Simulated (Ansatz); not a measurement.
Compare A (`NC([SiH3])N[SiH3]`) with its isomer B (`CN[SiH2][SiH2]N`).

Computed with Ansatz on PBE0-D4/def2-TZVP structures; ΔE is electronic, products minus reactants. CCSD(T)/CBS adds triple-zeta CCSD(T) − MP2 to the extrapolated MP2 energy (def2 sets, frozen cores). DFT in def2-TZVPP. One conformer a species, not always the lowest.

Q: Which isomer does CCSD(T)/CBS put lower? Give the gap. (An estimate is asked.)

A: Ansatz gave: B, by 117.3 kJ/mol.

Q: Give E(B) − E(A) in kJ/mol with B2PLYP, CCSD(T)/def2-TZVPP, CCSD/def2-TZVPP, PBE-D4, ωB97M-V, MP2/def2-TZVPP, HF/def2-TZVPP. (Best estimate.)

A: The calculation gave: B2PLYP -119.0, CCSD(T)/def2-TZVPP -114.5, CCSD/def2-TZVPP -117.1, PBE-D4 -116.3, ωB97M-V -111.8, MP2/def2-TZVPP -114.7, HF/def2-TZVPP -123.9. None reverses the order clearly.

Largest T1 diagnostic: 0.011.

In def2-TZVPP, CCSD(T) changes the Hartree–Fock value by +9.4 kJ/mol (the triples alone add +2.5 kJ/mol) and MP2 by +9.2 kJ/mol. From PBE to PBE0 (25 % exact exchange), in def2-TZVPP and without D4, E(B) − E(A) moves by −3.1 kJ/mol.
